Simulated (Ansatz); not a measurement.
Ansatz (a quantum-chemistry and plane-wave program) input:

Ansatz 0.2 input:
```yaml
crystal:
  periodic: [false, false, false]
  atoms:
    - {symbol: Fe, position_ang: [0.23569583, 0.07624769, -0.34159380]}
    - {symbol: O, position_ang: [-0.82647987, -0.26824326, 1.05437544]}
    - {symbol: H, position_ang: [1.26090699, 0.40951897, -1.56318198]}
    - {symbol: H, position_ang: [-0.77715951, -0.24601291, 2.00961724]}
basis:
  gaussian:
    orbitals: def2-SVP
hamiltonian:
  xc: {name: PBE0}
magnetization: {spin_polarized: true, initial_magnetization: 4}
```

Q: Predict the final energy.

A: -1339.58906 Eh (PBE0/def2-SVP). The basis has 55 functions.

The spin state was set by rule; other spins were not relaxed.
